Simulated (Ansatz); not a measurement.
The same path of a periodic cell of 17 atoms, TiSi$_{16}$ (host Si, host structure diamond, interstitial Ti) was run twice with different band settings. Lost on the way: Si1–Ti17, Si2–Ti17, Si5–Ti17, Si9–Ti17. Made: Si6–Ti17, Si10–Ti17, Si13–Ti17, Si14–Ti17.

These are results of DFT PBE, scalar-relativistic, plane waves, PAW in Ansatz, not measurements. Settings: PAW set soft_1, cutoff 420 eV, k mesh 2x2x2, gaussian smearing 0.02 eV, no spin polarisation.

Relaxed end points:

```xyz
17
Lattice="0.0000 5.4300 5.4300 5.4300 0.0000 5.4300 5.4300 5.4300 0.0000" Properties=species:S:1:pos:R:3
Si 0.001 0.001 -0.014
Si 1.422 1.422 1.315
Si 2.719 2.719 -0.034
Si 4.010 4.009 1.324
Si 2.757 0.021 2.717
Si 4.052 1.376 4.111
Si 5.410 2.671 2.721
Si 6.827 4.031 4.099
Si 0.021 2.756 2.716
Si 1.376 4.052 4.111
Si 2.672 5.410 2.720
Si 4.032 6.827 4.100
Si 2.714 2.714 5.460
Si 4.065 4.065 6.783
Si 5.430 5.430 5.457
Si 6.794 6.794 6.784
Ti 5.432 5.432 2.700
```

```xyz
17
Lattice="0.0000 5.4300 5.4300 5.4300 0.0000 5.4300 5.4300 5.4300 0.0000" Properties=species:S:1:pos:R:3
Si 0.046 0.018 0.019
Si 1.392 1.357 1.357
Si 2.711 2.708 0.001
Si 4.077 4.098 1.305
Si 2.710 0.001 2.708
Si 4.076 1.305 4.099
Si 5.446 2.672 2.672
Si 6.808 4.069 4.070
Si 0.039 2.693 2.694
Si 1.347 4.070 4.072
Si 2.678 5.491 2.641
Si 4.072 6.827 4.046
Si 2.677 2.640 5.492
Si 4.072 4.046 6.827
Si 5.449 5.467 5.467
Si 6.742 6.785 6.788
Ti 4.050 4.068 4.069
```

Common settings: climbing image yes; force threshold 0.05 eV/Å; end points relaxed.

| run | movable images | spring | optimiser | start path | iteration limit |
| --- | --- | --- | --- | --- | --- |
| 1 | 7 | 5.0 eV/Å² | lbfgs | IDPP | 27 |
| 2 | 3 | 0.05 eV/Å² | fire | default | 50 |

(1) What does each run give, and how far can it be trusted?

## Answers

(1) Run 1: converged after 27 iterations, highest image 1.737 eV above the first end. By the program's own check the climbing image is a first-order saddle point (lowest curvatures found: -2.22 and 0.19 eV/Å²).
Run 2: converged after 35 iterations, highest image 1.730 eV above the first end. The order of the point at the top wasn't checked.
Limits of this set-up: coarse k mesh, a small cell, in which the defect meets its images, a typed lattice constant that wasn't relaxed here.
